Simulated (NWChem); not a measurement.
System: C₄H₈O; SMILES OC1(CC1)C

Parts of the log:

```
             Northwest Computational Chemistry Package (NWChem) 7.3.0
             --------------------------------------------------------

 C1  symmetry detected

                             Geometry "geometry" -> ""
                             -------------------------

 Output coordinates in angstroms (scale by  1.889725989 to convert to a.u.)

  No.       Tag          Charge          X              Y              Z
 ---- ---------------- ---------- -------------- -------------- --------------
    1 C                    6.0000     1.07286285     1.18638179    -0.01878871
    2 C                    6.0000    -0.03757954     0.15739514    -0.00560136
    3 O                    8.0000    -1.33527942     0.70947935    -0.05558818
    4 C                    6.0000     0.12730127    -1.13951469     0.75254298
    5 C                    6.0000     0.09694963    -1.12554615    -0.76724283
    6 H                    1.0000     0.98645898     1.82982879    -0.90179222
    7 H                    1.0000     2.05928704     0.71018889    -0.03178675
    8 H                    1.0000     1.02559790     1.82628901     0.87326642
    9 H                    1.0000    -1.48734313     1.16840539     0.78682938
   10 H                    1.0000     1.07203119    -1.34131268     1.25181330
   11 H                    1.0000    -0.75036961    -1.52923871     1.26063178
   12 H                    1.0000    -0.80096105    -1.49775546    -1.25109700
   13 H                    1.0000     1.02032882    -1.31453653    -1.30861997

 Effective nuclear repulsion energy (a.u.)     184.8314839844

                                 NWChem DFT Module
                                 -----------------

 Summary of "ao basis" -> "ao basis" (spherical)
 ------------------------------------------------------------------------------
       Tag                 Description            Shells   Functions and Types
 ---------------- ------------------------------  ------  ---------------------
 C                         def2-tzvp                11       31   5s3p2d1f
 O                         def2-tzvp                11       31   5s3p2d1f
 H                         def2-tzvp                 4        6   3s1p

            General Information
            -------------------
          SCF calculation type: DFT
          Wavefunction type:  closed shell.
          No. of atoms     :    13
          No. of electrons :    40
           Alpha electrons :    20
            Beta electrons :    20
          Charge           :     0
          Spin multiplicity:     1
          Use of symmetry is: off; symmetry adaption is: off
          Maximum number of iterations: 150
          AO basis - number of functions:   203
                     number of shells:    87
          Convergence on energy requested:  1.00D-06
          Convergence on density requested:  1.00D-05
          Convergence on gradient requested:  5.00D-04

              XC Information
              --------------
                         B3LYP Method XC Potential
                     Hartree-Fock (Exact) Exchange  0.200
                        Slater Exchange Functional  0.800 local
                    Becke 1988 Exchange Functional  0.720 non-local
              Lee-Yang-Parr Correlation Functional  0.810
                  VWN I RPA Correlation Functional  0.190 local

             Grid Information
             ----------------
          Grid used for XC integration:  medium
          Radial quadrature: Mura-Knowles
          Angular quadrature: Lebedev.
          Tag              B.-S. Rad. Rad. Pts. Rad. Cut. Ang. Pts.
          ---              ---------- --------- --------- ---------
          C                   0.70       49          11.0       434
          O                   0.60       49          10.0       434
          H                   0.35       45          12.0       434
          Grid pruning is: on
          Number of quadrature shells:   605
          Spatial weights used:  Erf1

      Superposition of Atomic Density Guess
      -------------------------------------

 Sum of atomic energies:        -229.46809366

      Non-variational initial energy
      ------------------------------

 Total energy =    -232.841356
 1-e energy   =    -675.086264
 2-e energy   =     257.413425
 HOMO         =      -0.306128
 LUMO         =       0.067198

------------------------------------------------------------
EAF file 0: "./job.aoints.0" size=1137180672 bytes
------------------------------------------------------------
               write      read    awrite     aread      wait
               -----      ----    ------     -----      ----
     calls:     2169         0         0         0         0
   data(b): 1.14e+09  0.00e+00  0.00e+00  0.00e+00
   time(s): 0.00e+00  0.00e+00  0.00e+00  0.00e+00  0.00e+00
rate(mb/s): 0.00e+00  0.00e+00
------------------------------------------------------------

     ---------------------------------------------
      Total Density - Mulliken Population Analysis
     ---------------------------------------------

    Atom       Charge   Shell Charges
 -----------   ------   -------------------------------------------------------
    1 C    6     6.54   0.86  1.12  0.56  0.66  0.15  1.27  1.42  0.45  0.01  0.04  0.00
    2 C    6     5.63   0.86  1.12  0.51  0.62  0.05  1.05  1.09  0.15  0.03  0.14  0.02
    3 O    8     8.69   0.79  1.18  0.59  0.95  0.25  1.96  2.14  0.79  0.00  0.02  0.00
    4 C    6     6.39   0.86  1.12  0.54  0.69  0.11  1.25  1.35  0.41  0.02  0.04  0.01
    5 C    6     6.38   0.86  1.12  0.54  0.69  0.11  1.26  1.35  0.40  0.02  0.04  0.01
    6 H    1     0.83   0.24  0.44  0.13  0.02
    7 H    1     0.83   0.24  0.44  0.13  0.02
    8 H    1     0.83   0.24  0.44  0.13  0.02
    9 H    1     0.56   0.20  0.26  0.06  0.04
   10 H    1     0.83   0.24  0.45  0.12  0.02
   11 H    1     0.83   0.24  0.45  0.12  0.02
   12 H    1     0.83   0.24  0.45  0.12  0.02
   13 H    1     0.83   0.24  0.45  0.12  0.02

   convergence    iter        energy       DeltaE   RMS-Dens  Diis-err
 ---------------- ----- ----------------- --------- --------- ---------
 d= 0,ls=0.0,diis     1   -232.4445876416 -4.17D+02  6.26D-03  8.84D-01
 d= 0,ls=0.0,diis     2   -232.4730929973 -2.85D-02  4.15D-03  5.76D-01
 d= 0,ls=0.0,diis     3   -232.5103799612 -3.73D-02  1.08D-03  1.70D-01
 d= 0,ls=0.0,diis     4   -232.5240695184 -1.37D-02  1.89D-04  2.40D-03
 d= 0,ls=0.0,diis     5   -232.5242710873 -2.02D-04  6.49D-05  4.08D-04
  Resetting Diis
 d= 0,ls=0.0,diis     6   -232.5243170285 -4.59D-05  1.58D-05  1.29D-05
 d= 0,ls=0.0,diis     7   -232.5243183141 -1.29D-06  8.32D-06  1.65D-06
 d= 0,ls=0.0,diis     8   -232.5243181633  1.51D-07  4.87D-06  2.88D-06

         Total DFT energy =     -232.524318163340
      One electron energy =     -680.267752390367
           Coulomb energy =      296.246220583838
    Exchange-Corr. energy =      -33.334270341243
 Nuclear repulsion energy =      184.831483984431

 Numeric. integr. density =       39.999975513336

                       DFT Final Molecular Orbital Analysis
                       ------------------------------------

 Vector   18  Occ=2.000000D+00  E=-3.291766D-01
              MO Center= -3.9D-01, -5.0D-02,  1.8D-03, r^2= 2.9D+00
   Bfn.  Coefficient  Atom+Function         Bfn.  Coefficient  Atom+Function
  ----- ------------  ---------------      ----- ------------  ---------------
    68      0.226433   3 O  px               69      0.224614   3 O  py
    71      0.186938   3 O  px               72      0.183742   3 O  py
   132      0.169423   5 C  pz              101     -0.157631   4 C  pz
    74      0.140642   3 O  px               75      0.135295   3 O  py
   104     -0.135257   4 C  pz              100     -0.134023   4 C  py

 Vector   19  Occ=2.000000D+00  E=-2.868998D-01
              MO Center= -1.1D-01, -2.5D-01, -1.6D-01, r^2= 2.7D+00
   Bfn.  Coefficient  Atom+Function         Bfn.  Coefficient  Atom+Function
  ----- ------------  ---------------      ----- ------------  ---------------
   131      0.262945   5 C  py              134      0.212696   5 C  py
    39     -0.189087   2 C  pz               69      0.176201   3 O  py
   129      0.171021   5 C  s                42     -0.159319   2 C  pz
   101      0.149114   4 C  pz              137      0.145127   5 C  py
    72      0.143010   3 O  py               38     -0.119300   2 C  py

 Vector   20  Occ=2.000000D+00  E=-2.630096D-01
              MO Center= -3.4D-01, -1.8D-02,  1.3D-01, r^2= 2.6D+00
   Bfn.  Coefficient  Atom+Function         Bfn.  Coefficient  Atom+Function
  ----- ------------  ---------------      ----- ------------  ---------------
   100      0.248098   4 C  py               69      0.224165   3 O  py
    39      0.215147   2 C  pz              103      0.207150   4 C  py
    70     -0.189669   3 O  pz               72      0.184283   3 O  py
    42      0.181170   2 C  pz               75      0.178618   3 O  py
    73     -0.152067   3 O  pz              106      0.138070   4 C  py

 Vector   21  Occ=0.000000D+00  E= 2.499896D-02
              MO Center= -2.1D-01,  1.0D+00,  7.7D-01, r^2= 6.7D+00
   Bfn.  Coefficient  Atom+Function         Bfn.  Coefficient  Atom+Function
  ----- ------------  ---------------      ----- ------------  ---------------
     5      3.348346   1 C  s               170     -1.279158   8 H  s
   176     -1.129503   9 H  s               164     -1.019928   7 H  s
   158     -0.859865   6 H  s                44     -0.769639   2 C  py
   200     -0.587884  13 H  s               182     -0.575867  10 H  s
    67      0.518097   3 O  s                43     -0.442760   2 C  px

 Vector   22  Occ=0.000000D+00  E= 5.858819D-02
              MO Center=  7.3D-01, -1.8D-01,  1.4D-01, r^2= 8.4D+00
   Bfn.  Coefficient  Atom+Function         Bfn.  Coefficient  Atom+Function
  ----- ------------  ---------------      ----- ------------  ---------------
     5      2.666920   1 C  s                36     -2.600843   2 C  s
   129      2.374962   5 C  s               200     -1.480968  13 H  s
   164     -1.363520   7 H  s               182     -1.253823  10 H  s
    98      1.094961   4 C  s               176      1.041550   9 H  s
   158     -0.711973   6 H  s               107      0.478996   4 C  pz

 Vector   23  Occ=0.000000D+00  E= 7.374112D-02
              MO Center= -8.0D-01, -1.4D+00,  2.2D-01, r^2= 5.8D+00
   Bfn.  Coefficient  Atom+Function         Bfn.  Coefficient  Atom+Function
  ----- ------------  ---------------      ----- ------------  ---------------
    36      2.592407   2 C  s                98     -2.605244   4 C  s
   188      2.122018  11 H  s               194      1.673631  12 H  s
   129     -1.223293   5 C  s                 5     -0.939290   1 C  s
   136      0.747881   5 C  px              105      0.703559   4 C  px
   200     -0.529412  13 H  s                12      0.418247   1 C  px

------------------------------------------------------------
EAF file 0: "./job.aoints.0" size=1441792000 bytes
------------------------------------------------------------
               write      read    awrite     aread      wait
               -----      ----    ------     -----      ----
     calls:     2750         7         0     19243     19243
   data(b): 1.44e+09  3.67e+06  0.00e+00  1.01e+10
   time(s): 0.00e+00  0.00e+00  0.00e+00  0.00e+00  0.00e+00
rate(mb/s): 0.00e+00  0.00e+00
------------------------------------------------------------

     ---------------------------------------------
      Total Density - Mulliken Population Analysis
     ---------------------------------------------

    Atom       Charge   Shell Charges
 -----------   ------   -------------------------------------------------------
    1 C    6     6.35   0.85  1.12  0.52  0.64  0.16  1.35  1.21  0.45  0.02  0.03  0.00
    2 C    6     5.75   0.85  1.12  0.50  0.61  0.03  1.30  1.05  0.09  0.04  0.15  0.02
    3 O    8     8.45   0.79  1.18  0.59  0.92  0.31  1.91  1.88  0.84  0.00  0.03  0.00
    4 C    6     6.26   0.85  1.12  0.51  0.66  0.14  1.35  1.16  0.41  0.02  0.04  0.01
    5 C    6     6.21   0.85  1.12  0.50  0.67  0.11  1.35  1.16  0.37  0.02  0.04  0.01
    6 H    1     0.88   0.28  0.48  0.10  0.02
    7 H    1     0.90   0.28  0.49  0.12  0.02
    8 H    1     0.91   0.28  0.49  0.12  0.02
    9 H    1     0.71   0.26  0.34  0.05  0.05
   10 H    1     0.90   0.28  0.49  0.11  0.02
   11 H    1     0.89   0.28  0.49  0.10  0.02
   12 H    1     0.89   0.28  0.49  0.11  0.02
   13 H    1     0.90   0.28  0.49  0.10  0.02

     -------------------------------------------
      Total Density - Lowdin Population Analysis
     -------------------------------------------

    Atom       Charge   Shell Charges
 -----------   ------   -------------------------------------------------------
    1 C    6     6.27   0.91  1.04  0.37  0.35  0.17  1.15  1.38  0.63  0.02  0.24  0.02
    2 C    6     6.40   0.91  1.04  0.32  0.28  0.15  1.10  1.22  0.51  0.05  0.72  0.10
    3 O    8     7.99   0.87  1.09  0.53  0.57  0.30  1.75  1.87  0.93  0.00  0.07  0.00
    4 C    6     6.21   0.91  1.04  0.35  0.32  0.17  1.14  1.33  0.58  0.02  0.31  0.04
    5 C    6     6.20   0.91  1.04  0.35  0.32  0.17  1.14  1.33  0.57  0.02  0.31  0.04
    6 H    1     0.87   0.26  0.39  0.16  0.06
    7 H    1     0.87   0.26  0.39  0.16  0.06
    8 H    1     0.88   0.26  0.40  0.17  0.06
    9 H    1     0.82   0.25  0.31  0.11  0.15
   10 H    1     0.87   0.26  0.39  0.16  0.06
   11 H    1     0.87   0.26  0.39  0.16  0.06
   12 H    1     0.87   0.26  0.39  0.16  0.06
   13 H    1     0.87   0.26  0.39  0.16  0.06

     Multipole analysis of the density
     ---------------------------------

     L   x y z        total         alpha         beta         nuclear
     -   - - -        -----         -----         ----         -------
     0   0 0 0     -0.000000    -20.000000    -20.000000     40.000000

     1   1 0 0      0.373796      0.186898      0.186898      0.000000
     1   0 1 0      0.082224      0.041112      0.041112      0.000000
     1   0 0 1      0.463404      0.231702      0.231702      0.000000

     2   2 0 0    -24.081701    -71.329088    -71.329088    118.576475
     2   1 1 0     -0.044924     -2.644051     -2.644051      5.243177
     2   1 0 1     -1.763260      0.125743      0.125743     -2.014746
     2   0 2 0    -23.657986    -91.597173    -91.597173    159.536361
     2   0 1 1      1.429056     -0.018106     -0.018106      1.465268
     2   0 0 2    -23.085901    -39.373710    -39.373710     55.661519
```

Level: B3LYP/def2-TZVP. Geometry: optimised at B3LYP/6-31G* (spherical d). B3LYP is NWChem's, with the RPA form of VWN correlation.

Q: Reconstruct the input file.

A: One answer among several that fit: the input that was run:
```
start job
memory heap 200 mb stack 900 mb global 1100 mb
geometry units angstroms noautoz
  C      1.120695     1.141796    -0.024228
  C     -0.029727     0.157747    -0.008527
  O     -1.304233     0.760330    -0.070566
  C      0.079574    -1.137982     0.761592
  C      0.057872    -1.136140    -0.758405
  H      1.064562     1.780398    -0.913172
  H      2.087518     0.626817    -0.027579
  H      1.094102     1.790865     0.862045
  H     -1.442453     1.232282     0.767026
  H      1.012895    -1.372652     1.267902
  H     -0.815545    -1.488176     1.268022
  H     -0.851508    -1.476724    -1.244130
  H      0.975894    -1.366286    -1.292918
end
basis spherical
  * library def2-tzvp
end
dft
  xc b3lyp
  iterations 150
  semidirect filesize 400000000
  mulliken
end
task dft energy
```
